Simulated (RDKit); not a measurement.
Job for RDKit: MMFF94 on H2SSi (SMILES [SiH]S), a point of a torsion scan.

```python
from rdkit import Chem
from rdkit.Chem import AllChem, rdDetermineBonds

blocks = [
'''4

Si    1.00452625    0.66708187   -0.36211314
S    -1.06055136    0.48173672    0.37375644
H     1.51737426   -0.53647736    0.33820894
H    -0.75324888    0.56207759    1.66063776
''',
]
mol = None
for b in blocks:
    f = Chem.MolFromXYZBlock(b)
    rdDetermineBonds.DetermineBonds(f, charge=0)
    mol = f if mol is None else Chem.CombineMols(mol, f)
Chem.SanitizeMol(mol)
print(Chem.MolToSmiles(Chem.RemoveHs(mol)))
ff = AllChem.MMFFGetMoleculeForceField(mol, AllChem.MMFFGetMoleculeProperties(mol), nonBondedThresh=100.0, ignoreInterfragInteractions=False)
e = ff.CalcEnergy()
print(f'MMFF94 energy {e:.6f} kcal/mol')
```

It printed:

```
[H]/[Si-]=[S+]\[H]
MMFF94 energy -1.184459 kcal/mol
```

The run finished.

Cost: about 0.03 core-seconds (a rough figure).
